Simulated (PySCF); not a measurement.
H3ISiTe, SMILES I[Te][SiH3]. Geometry: B3LYP-D3(BJ)/def2-SVP. The def2 effective core potentials stand for the cores of I, Te; spin–orbit coupling is left out.

Q: Give the equilibrium geometry at B3LYP-D3(BJ)/def2-SVP (PySCF confirms it by a frequency run) as a Z-matrix, and its point group. (The exact figures need the calculation; the answer reports its results.)

A: point group Cs.
```
Si
H 1 1.4870
H 1 1.4870 2 110.35
H 1 1.4915 2 110.60 3 122.70
Te 1 2.5303 2 110.17 3 -121.88
I 5 2.7592 1 92.68 2 60.99
```
Charge 0, spin multiplicity 1.
